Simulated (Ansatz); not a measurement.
One change: `C[N]=[W]([NH2])(=[N]C)[O]C` becomes `C[N]=[Mo]([NH2])(=[N]C)[O]C`.

Ansatz, PBE0-D4/def2-TZVP geometries, multiplicity 1. Each molecule was computed in one conformer, which needn't be the lowest.

Elements past krypton have def2 core potentials.

```tsv
property	`C[N]=[W]([NH2])(=[N]C)[O]C`
LUMO energy (ωB97M-V/def2-TZVPP) / eV	1.55
HOMO energy (B3LYP/def2-TZVPP) / eV	-6.28
LUMO energy (PBE0/def2-TZVPP) / eV	0.02
size of the dipole moment (ωB97M-V/def2-TZVPP) / D	1.24
HOMO energy (PBE0/def2-TZVPP) / eV	-6.49
size of the dipole moment (PBE/def2-TZVPP) / D	1.20
```

Task: What does the change do to each property? (Estimate.)

Result: Computed: 
```
                                          property  `C[N]=[Mo]([NH2])(=[N]C)[O]C`  shift
             LUMO energy (ωB97M-V/def2-TZVPP) / eV                           1.19  -0.36
               HOMO energy (B3LYP/def2-TZVPP) / eV                          -6.36  -0.08
                LUMO energy (PBE0/def2-TZVPP) / eV                          -0.55  -0.57
size of the dipole moment (ωB97M-V/def2-TZVPP) / D                           1.91   0.67
                HOMO energy (PBE0/def2-TZVPP) / eV                          -6.57  -0.08
    size of the dipole moment (PBE/def2-TZVPP) / D                           1.76   0.56
```

With PBE0 the HOMO falls by 0.08 eV and the LUMO falls by 0.57 eV, so the gap narrows by about 0.49 eV. PBE moves the HOMO by -0.08 eV and ωB97M-V by -0.07 eV. Dipoles are sizes alone; their direction can turn.

B3LYP here is the variant with VWN-RPA as its local correlation; programs differ in this.

Positive LUMOs are unbound, so they and the gaps depend on the basis.
